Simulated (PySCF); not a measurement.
# CrH4O: script and output

File input.py (PySCF 2.14):

```python
from pyscf import gto, dft

mol = gto.M(
    atom='Cr 0.0788 0.296 -0.0518; O -0.4495 -1.1116 0.1279; H 0.7886 0.6158 1.2892; H 1.485 0.1954 -0.9934; H 1.7244 0.1766 -0.1474; H -0.9072 1.3876 0.5462',
    basis='6-31g',
    charge=0,
    spin=0,
    verbose=4,
)
mf = dft.RKS(mol, xc='olyp')
mf = mf.density_fit(auxbasis='def2-universal-jkfit')
mf.kernel()
mf.stability(internal=True, external=True)
mf.dip_moment()
print('orbital energies (hartree):', mf.mo_energy[..., max(0, mol.nelec[1]-3):mol.nelec[0]+3].round(4))
```

```bash
$ OMP_NUM_THREADS=1 python input.py
```

It prints (some set-up lines and the per-cycle HOMO/LUMO lines with their warnings removed):

```
PySCF version 2.14.0

[INPUT] Symbol           X                Y                Z      unit          X                Y                Z       unit  Magmom
[INPUT]  1 Cr     0.078800000000   0.296000000000  -0.051800000000 AA    0.148910418616   0.559358932871  -0.097887813252 Bohr   0.0
[INPUT]  2 O     -0.449500000000  -1.111600000000   0.127900000000 AA   -0.849431892992  -2.100619560067   0.241695971332 Bohr   0.0
[INPUT]  3 H      0.788600000000   0.615800000000   1.289200000000 AA    1.490238021832   1.163693347507   2.436234919789 Bohr   0.0
[INPUT]  4 H      1.485000000000   0.195400000000  -0.993400000000 AA    2.806243294979   0.369252484740  -1.877253932143 Bohr   0.0
[INPUT]  5 H      1.724400000000   0.176600000000  -0.147400000000 AA    3.258643729200   0.333725633598  -0.278545630761 Bohr   0.0
[INPUT]  6 H     -0.907200000000   1.387600000000   0.546200000000 AA   -1.714359540205   2.622183970446   1.032168409237 Bohr   0.0

nuclear repulsion = 106.889379061507
number of shells = 24
number of NR pGTOs = 128
number of NR cGTOs = 44
basis = 6-31g
ecp = {}

******** <class 'pyscf.df.df_jk.DFRKS'> ********
method = DFRKS
initial guess = minao
damping factor = 0
level_shift factor = 0
DIIS = <class 'pyscf.scf.diis.CDIIS'>
SCF conv_tol = 1e-09
SCF max_cycles = 50
XC functionals = olyp

grids dens level: 3
Initial guess from minao.
tot grids = 74224
init E= -1121.88626830501
cycle= 1 E= -1121.36340109127  delta_E= 0.523  |g|=  1.9  |ddm|= 2.66
cycle= 2 E= -1117.37653503541  delta_E= 3.99  |g|= 3.21  |ddm|= 6.66
cycle= 3 E= -1116.4916547328  delta_E= 0.885  |g|= 5.78  |ddm|=    7
cycle= 4 E= -1115.72534608607  delta_E= 0.766  |g|= 5.84  |ddm|= 0.322
cycle= 5 E= -1119.33708079218  delta_E= -3.61  |g|=  4.3  |ddm|= 0.906
cycle= 6 E= -1121.31256650969  delta_E= -1.98  |g|= 2.16  |ddm|= 1.07
cycle= 7 E= -1121.48210829352  delta_E= -0.17  |g|= 1.88  |ddm|= 0.141
cycle= 8 E= -1122.00319409797  delta_E= -0.521  |g|= 0.531  |ddm|= 0.98
cycle= 9 E= -1122.03610407645  delta_E= -0.0329  |g|= 0.325  |ddm|=  0.6
cycle= 10 E= -1122.05758210249  delta_E= -0.0215  |g|= 0.0393  |ddm|= 0.421
cycle= 11 E= -1122.05773545332  delta_E= -0.000153  |g|= 0.0341  |ddm|= 0.0486
cycle= 12 E= -1122.05795854364  delta_E= -0.000223  |g|= 0.00218  |ddm|= 0.0218
cycle= 13 E= -1122.05795955922  delta_E= -1.02e-06  |g|= 0.000651  |ddm|= 0.00335
cycle= 14 E= -1122.05795963192  delta_E= -7.27e-08  |g|= 0.00027  |ddm|= 0.00121
cycle= 15 E= -1122.05795965113  delta_E= -1.92e-08  |g|= 3.52e-05  |ddm|= 0.000415
cycle= 16 E= -1122.05795965138  delta_E= -2.47e-10  |g|= 6.12e-06  |ddm|= 2.5e-05
Extra cycle  E= -1122.05795965108  delta_E= 3.03e-10  |g|= 4.29e-05  |ddm|= 2.19e-05
converged SCF energy = -1122.05795965108
rhf_internal: lowest eigs of H = [0.23064352 0.41215234 0.43702373]
<class 'pyscf.df.df_jk.DFRKS'> wavefunction is stable in the internal stability analysis

WARN: QR decomposition removed 1 vectors.

rhf_real2complex: lowest eigs of H = [0.03797239 0.08146488 0.09132727]
<class 'pyscf.df.df_jk.DFRKS'> wavefunction is stable in the real -> complex stability analysis
rhf_external: lowest eigs of H = [-0.00672775  0.04289365  0.06177796]
<class 'pyscf.df.df_jk.DFRKS'> wavefunction has an RHF/RKS -> UHF/UKS instability
Dipole moment(X, Y, Z, Debye):  0.98626,  1.05567, -2.33916
orbital energies (hartree): [-0.2879 -0.2645 -0.186  -0.148  -0.1045 -0.0947]
```

In short: E(SCF) = -1122.057960 Eh, μ(SCF) = 2.75 D, internal stable; real -> complex stable; RHF/RKS -> UHF/UKS unstable.

Run time: 42 s on 1 thread of Arm Neoverse N1 (shared host), peak memory 0.33 GiB.

The stability test finds a lower solution, so these numbers belong to a saddle point.
